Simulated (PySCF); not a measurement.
Ga(OH)2 (GaH₂O₂), SMILES [Ga]([OH])[OH], multiplicity 2.

Geometry optimised at B3LYP-D3(BJ)/def2-TZVP. One conformer was computed; it need not be the lowest.

Level of theory: TDA-PBE/def2-SVPD (PySCF 2.14.0).

Vertical excitations. The molecule is in vacuum.

Computed lowest excited states:
| state | energy (eV) | λ (nm) | f | main pairs |
|---|---|---|---|---|
| root 1 | 2.86 | 434 | 0.000 | β HOMO→LUMO 100 % |
| root 2 | 3.37 | 368 | 0.001 | α HOMO→LUMO 7 %, β HOMO−1→LUMO 93 % |
| root 3 | 3.90 | 318 | 0.080 | α HOMO→LUMO 92 %, β HOMO−1→LUMO 7 % |
| root 4 | 4.15 | 299 | 0.017 | α HOMO→LUMO+1 6 %, α HOMO−1→LUMO 6 %, β HOMO−2→LUMO 85 % |
| root 5 | 4.72 | 262 | 0.010 | α HOMO→LUMO+2 33 %, β HOMO−3→LUMO 61 % |
| root 6 | 5.00 | 248 | 0.136 | α HOMO→LUMO+1 88 % |
| root 7 | 5.25 | 236 | 0.050 | α HOMO→LUMO+2 65 %, β HOMO−3→LUMO 25 % |
| root 8 | 5.58 | 222 | 0.025 | α HOMO−1→LUMO 58 %, β HOMO→LUMO+1 37 % |
| root 9 | 5.81 | 213 | 0.112 | α HOMO→LUMO+3 88 % |
| root 10 | 6.06 | 205 | 0.053 | α HOMO−2→LUMO 49 %, α HOMO→LUMO+3 9 %, β HOMO−1→LUMO+1 35 % |
Unrestricted roots are not spin-pure.
